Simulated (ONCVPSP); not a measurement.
## silicon: one change to an ONCV potential, before and after

| Quantity | Value |
| --- | --- |
| Element | Si |
| Generator | ONCVPSP 4.0.1 |
| Type | optimised norm-conserving Vanderbilt (ONCV) |
| Functional | LDA (Perdew-Wang 92) |
| Relativity | scalar-relativistic |
| Frozen core | [Ne] |
| Valence charge | 4 |
| Reference configuration | 3s2 3p1.75 (charge +0.25) |
| Partial waves | 3s: rc 1.85 bohr, ncon 5, nbas 9, qcut 4 1/bohr, local; 3p: rc 1.85 bohr, ncon 3, nbas 6, qcut 4.4 1/bohr, 1 projector |
| Local potential | the s channel |
| Core correction | none |

Change: functional PBE.

Cutoffs: the cutoffs (Ha) at which the residual kinetic energy of the hardest occupied pseudo-wave falls to 1 and 0.1 mHa per electron; they do not see the model core or the augmentation charge, which bear on the density cutoff. Errors are all-electron minus pseudo energies relative to the spin-unpolarised reference configuration.

Task: What does the change do?

Result: The potential gets neither clearly harder nor softer (7.8 Ha and 29 Ha → 7.6 Ha and 26 Ha); of the 4 tests that both files solve, the error grows in 0 and shrinks in 3 by more than 15 % and 0.3 meV (median size 17.3 → 0.5 meV); neither file shows a bound ghost.

| quantity | base | changed |
| --- | --- | --- |
| cutoff, loose | 7.8 Ha | 7.6 Ha |
| cutoff, tight | 29 Ha | 26 Ha |
| loose cutoff by channel | s 7.8 Ha, p 3.4 Ha | s 7.6 Ha, p 3.2 Ha |
| bound ghosts | none | none |
| GHOST(+) flags under 300 eV | none | none |
| error for 3s2 3p2, meV [ΔE -1.26 → -1.24 eV] | +0.2 | +0.1 |
| error for 3s2 3p1, meV [ΔE 6.57 → 6.50 eV] | +2.8 | -0.2 |
| error for 3s2 3p0, meV [ΔE 22.67 → 22.50 eV] | +32 | -0.8 |
| error for 3s1 3p0, meV [ΔE 56.81 → 56.47 eV] | +223 | +73 |
| s: phases at 1.88 bohr within 0.05 rad from the reference energy up to (Ha; the scan ends near 5) | 2.1 | 2.1 |
| p: phases at 1.88 bohr within 0.05 rad from the reference energy up to (Ha; the scan ends near 5) | 1.8 | 1.8 |
